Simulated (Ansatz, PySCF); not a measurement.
hydrogen iodide (HI), singlet, geometry from GFN2-xTB (core potentials on I), atoms displaced at random by about 0.03 Å a coordinate. Base run: R2SCAN/def2-SVP, gradient in PySCF.

The PySCF input:
```python
from pyscf import gto, scf, dft

mol = gto.M(
    atom='''
I     0.00501533   -0.01026075   -0.04263006
H     0.01533286    0.00645863    1.53998585
''',
    basis='def2-svp',
    ecp={'I': 'def2-svp'},
    verbose=4,
)

mf = dft.RKS(mol)
mf.xc = 'r2scan'
mf.kernel()
g = mf.nuc_grad_method()
grad = g.kernel()
```

Programs used: Ansatz (a program for electronic structure), PySCF; a row that names a program was run with it.

The coordinate followed is y of atom 2.

Variants of this job, named by their change:

```tsv
change	dE/dx (Eh/bohr)	net force (Eh/bohr)
base	-0.000161	0.000039
grid_response = on	-0.000161	0.000000
finite difference step (bohr) = 1e-5; conv_tol = 1e-11	-0.000161	-
finite difference step (bohr) = 0.2; conv_tol = 1e-11	-0.000144	-
conv_tol = 1e-4	-0.000159	0.000039
grids.level = 1; grid_response = on	-0.000163	0.000000
grids.level = 1; grid_response = off	-0.000165	0.000177
finite difference step (bohr) = 0.05; conv_tol = 1e-11	-0.000160	-
conv_tol = 1e-11	-0.000161	0.000039
code = ansatz	-0.000161	0.000000
finite difference step (bohr) = 1e-3; conv_tol = 1e-11	-0.000161	-
finite difference step (bohr) = 1e-4; conv_tol = 1e-11	-0.000161	-
```

The net force is zero for an exact gradient.
